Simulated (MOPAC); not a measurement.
Input for MOPAC: PM7 on TiO+, 2S+1 = 2, a spin state set in the input, which need not be the lowest, a point of a bond scan (R = 1.561 Å). Charge +1.

```
PM7 1SCF PRECISE CHARGE=1 UHF MS=0.5 THREADS=1
OTi

Ti     0.00000000 1     0.00000000 1     0.00000000 1
O      0.00000000 1     0.00000000 1     1.56133100 1
```

Program output:

```
*******************************************************************************
 **                                                                           **
 **                              MOPAC v23.2.5                                **
 **                                                                           **
 *******************************************************************************
 ** MOPAC's Digital Object Identifier: https://doi.org/10.5281/zenodo.6511958 **
 **                                                                           **
 ** Please cite the open-source release paper for use of this MOPAC version:  **
 ** J. E. Moussa and J. J. P. Stewart (2026)                                  **
 ** MOPAC: An open-source semiempirical molecular orbital program             **
 ** J. Open Source Softw., 11(119), 8025, https://doi.org/10.21105/joss.08025 **
 *******************************************************************************

                              PM7 CALCULATION RESULTS

 *******************************************************************************
 *  PM7        - The PM7 Hamiltonian to be used
 *  UHF        - UNRESTRICTED HARTREE-FOCK CALCULATION
 *
 *
 *
 *                 CHARGE ON SYSTEM = +1
 *
 *
 *
 *  MS=        - IN MECI, MAGNETIC COMPONENT OF SPIN =  0.5
 *  PRECISE    - TIGHTER CRITERIA TO BE USED
 *  1SCF       - DO 1 SCF AND THEN STOP
 *  THREADS=1  - MULTI-THREADING NOT USED
 *  T=         - A TIME OF 172800.0 SECONDS REQUESTED
 *  DUMP=N     - RESTART FILE WRITTEN EVERY 7200.0 SECONDS REQUESTED
 *******************************************************************************
PM7 1SCF PRECISE CHARGE=1 UHF MS=0.5 THREADS=1
 OTi

   ATOM   CHEMICAL          X               Y               Z
  NUMBER   SYMBOL      (ANGSTROMS)     (ANGSTROMS)     (ANGSTROMS)

     1      Ti          0.00000000  *   0.00000000  *   0.00000000  *
     2       O          0.00000000  *   0.00000000  *   1.56133100  *



          CARTESIAN COORDINATES

    NO.       ATOM           X           Y           Z

     1        Ti          0.0000      0.0000      0.0000
     2         O          0.0000      0.0000      1.5613

 General Reference for PM7:
 "Optimization of Parameters for Semiempirical Methods VI: More Modifications to the
 NDDO Approximations and Re-optimization of Parameters", J. J. P. Stewart, J. Mol. Mod., 1:32, 19 (2013)
 https://link.springer.com/article/10.1007/s00894-012-1667-x

           Empirical Formula: O Ti  =     2 atoms



      MOLECULAR POINT GROUP   :   C*v


          UHF CALCULATION, NO. OF ALPHA ELECTRONS =    5
                           NO. OF BETA  ELECTRONS =    4

 -------------------------------------------------------------------------------
 PM7 1SCF PRECISE CHARGE=1 UHF MS=0.5 THREADS=1
 OTi



     1SCF WAS SPECIFIED, SO BFGS WAS NOT USED
     SCF FIELD WAS ACHIEVED


                              PM7 CALCULATION
                                                       MOPAC v23.2.5 Linux




          FINAL HEAT OF FORMATION =        216.82553 KCAL/MOL =     907.19801 KJ/MOL


          COSMO AREA              =         90.55 SQUARE ANGSTROMS
          COSMO VOLUME            =         80.13 CUBIC ANGSTROMS

          IONIZATION POTENTIAL    =         14.943838 EV
          ALPHA SOMO LUMO (EV)    =        -14.944-10.044
          BETA  SOMO LUMO (EV)    =        -18.286 -9.082
          NO. OF ALPHA ELECTRONS  =          5
          NO. OF BETA  ELECTRONS  =          4
          MOLECULAR WEIGHT        =         63.8994         POINT GROUP:  C*v

          MOLECULAR DIMENSIONS (Angstroms)

            Atom       Atom       Distance
            O     2   Ti     1     1.56133
            O     2   Ti     1     0.00000
           Ti     1    O     2     0.00000


          SCF CALCULATIONS        =          1





   ATOM   CHEMICAL          X               Y               Z
  NUMBER   SYMBOL      (ANGSTROMS)     (ANGSTROMS)     (ANGSTROMS)

     1      Ti          0.00000000  *   0.00000000  *   0.00000000  *
     2       O          0.00000000  *   0.00000000  *   1.56133100  *

                             CARTESIAN COORDINATES

   1   Ti        0.000000000     0.000000000     0.000000000
   2    O        0.000000000     0.000000000     1.561331000


           Empirical Formula: O Ti  =     2 atoms



      MOLECULAR POINT GROUP   :   C*v


          ALPHA EIGENVALUES
 -35.56887 -19.72602 -19.72602 -18.64345 -14.94384 -10.04382 -10.04382  -7.07478
  -7.07478  -5.98529   3.22186   3.25277   3.25277


           BETA EIGENVALUES
 -35.72672 -19.72739 -19.72739 -18.28563  -9.08197  -9.08197  -8.34459  -6.93821
  -6.93821  -5.95393   3.21191   3.33002   3.33002


              NET ATOMIC CHARGES AND DIPOLE CONTRIBUTIONS

  ATOM NO.   TYPE          CHARGE      No. of ELECS.   s-Pop       p-Pop       d-Pop
    1         Ti           1.057929        2.9421     0.70358     0.19246     2.04604
    2          O          -0.057929        6.0579     1.69905     4.35888
 DIPOLE           X         Y         Z       TOTAL
 POINT-CHG.     0.000     0.000    -2.312     2.312
 HYBRID         0.000     0.000    -3.418     3.418
 SUM            0.000     0.000    -5.731     5.731


          ATOMIC ORBITAL ELECTRON POPULATIONS

     Atom    s        px        py        pz      x^2-y^2     xz        z^2       yz        xy
    1 Ti   0.70358   0.02543   0.02543   0.14160   0.00000   0.70631   0.63341   0.70631   0.00000
    2  O   1.69905   1.26826   1.26826   1.82236


                    (SZ)    =    0.500000
                    (S**2)  =    0.752982


          ATOMIC ORBITAL SPIN POPULATIONS

    Atom   Total    s     px     py     pz   x^2-y^2  xz     z^2    yz     xy
         Atomic
    1 Ti  1.0366  0.537 -0.000 -0.000  0.001  0.000  0.035  0.429  0.035  0.000
    2  O -0.0366  0.006 -0.034 -0.034  0.026

 **********************
 *                    *
 * JOB ENDED NORMALLY *
 *                    *
 **********************




 == MOPAC DONE ==
```

The run finished.

Cost: very roughly 0.020 core-seconds.
